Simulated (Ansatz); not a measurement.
W(O)2(OH)(NH2) (H3NO3W), SMILES [NH2][W](=[O])(=[O])[OH], multiplicity 1. Atoms are numbered in the order given.

```xyz
8

W     -0.0502     0.0078     0.0000
O      0.9381    -0.0847     1.4040
O      0.9381    -0.0847    -1.4040
O     -1.3274    -1.3980     0.0000
H     -1.2175    -2.3568     0.0000
N     -0.9621     1.7319     0.0000
H     -1.1256     2.2863     0.8385
H     -1.1256     2.2863    -0.8385
```
Charge 0, spin multiplicity 1.

Geometry: B3LYP-D3(BJ)/def2-SVP. The spin state was assumed, not searched. The structure was generated by enumeration; whether it is a known compound was not checked. The def2 effective core potentials stand for the cores of W; spin–orbit coupling is left out. Other conformers were not sampled.

Two levels are set side by side: PBE-D3(BJ)/def2-SVP (Ansatz, a first-principles code) and B3LYP-D3(BJ)/def2-SVP (Ansatz). Each level has its own optimised geometry; the coordinates shown are those of the second. Differences are taken from unrounded values.

```csv
quantity,B3LYP-D3(BJ)
mean bond length (Å),1.470
bond W1–O2 (Å),1.719
bond W1–O3 (Å),1.719
bond W1–O4 (Å),1.899
bond W1–N6 (Å),1.950
bond O4–H5 (Å),0.965
bond N6–H7 (Å),1.018
bond N6–H8 (Å),1.018
```

**Question.** What does PBE-D3(BJ) give, and how far is it from B3LYP-D3(BJ)? (An estimate is asked for; the answer gives what the named calculation found.)

**Answer.** 
| quantity | PBE-D3(BJ) | PBE-D3(BJ) minus B3LYP-D3(BJ) |
|---|---|---|
| mean bond length (Å) | 1.478 | 0.008 |
| bond W1–O2 (Å) | 1.730 | 0.011 |
| bond W1–O3 (Å) | 1.730 | 0.011 |
| bond W1–O4 (Å) | 1.908 | 0.008 |
| bond W1–N6 (Å) | 1.954 | 0.003 |
| bond O4–H5 (Å) | 0.974 | 0.008 |
| bond N6–H7 (Å) | 1.025 | 0.007 |
| bond N6–H8 (Å) | 1.025 | 0.007 |

Exact exchange shortens and stiffens bonds; PBE has none. Differences between two approximate levels are no errors against the true value.
